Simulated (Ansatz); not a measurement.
Mulliken charges of GeH4S3 (`[SH][GeH]([SH])[SH]`) from PBE/def2-TZVPP in Ansatz (PBE0-D4/def2-TZVP geometry).

```csv
atom,x (Å),y (Å),z (Å),charge (e)
S1,-1.114,1.863,-0.575,-0.287
Ge2,0.125,0.265,0.323,0.449
S3,2.045,0.199,-0.778,-0.280
S4,-0.751,-1.762,0.107,-0.282
H5,-1.216,1.230,-1.755,0.132
H6,0.281,0.642,1.805,0.019
H7,2.438,-0.951,-0.202,0.126
H8,-1.715,-1.543,1.019,0.123
```

Question: By hand: the dipole of these point charges (1 e Å = 4.8032 D).

Answer: Σ q r = (-0.044, -0.110, 0.400) e Å, of length 0.417 e Å = 2.00 D.

Question: How does the dipole of the full density compare? (An estimate is asked.)

Answer: Ansatz gave: (-0.067, -0.127, 0.182) e Å, 1.11 D; the point charges give 1.80 times that, at 22° from its direction.

Point charges leave out the atoms' own dipoles, such as those of lone pairs, and Mulliken's split depends on the basis, so the two needn't agree.
